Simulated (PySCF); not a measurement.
Isomers of C2H8AlN and their computed core-level spectra.

Computed, not measured: delta-SCF UKS SCAN, pcX-2 on the ionised atom, pcseg-1 elsewhere, spin-free X2C in PySCF. Geometries: PBE0-D3(BJ)/def2-SVP; isolated species, one conformer each.

Line lists (1s up to Mg, 2p3/2 beyond, nothing for Al; areas count atoms within a level, one atom standing for each set equivalent by bonding):
1. C 1s: 291.38 eV; N 1s: 403.96 eV
2. C 1s: 289.64 (area 1), 291.37 (area 1) eV; N 1s: 403.87 eV
3. C 1s: 289.03 (area 1), 289.83 (area 1) eV; N 1s: 407.67 eV

Structures:
A. `C[N](C)[AlH2]`
B. `C=[CH][AlH2-][NH3+]`
C. `C[NH][AlH][CH3]`

Task: Which list belongs to which compound?

Result: 
- 1 = A: no other candidate has these counts of sites. C 1s: 291.38 N-methyl carbon (×2); N 1s: 403.96 nitrogen bonded to Al and 2 C.
- 2 = C: another candidate has the same counts of sites, so positions decide. C 1s: 289.64 methyl carbon, 291.37 N-methyl carbon; N 1s: 403.87 nitrogen bonded to Al, C and H.
- 3 = B: another candidate has the same counts of sites, so positions decide. C 1s: 289.03 alkene CH carbon, 289.83 terminal =CH2 carbon; N 1s: 407.67 nitrogen bonded to Al and 3 H.
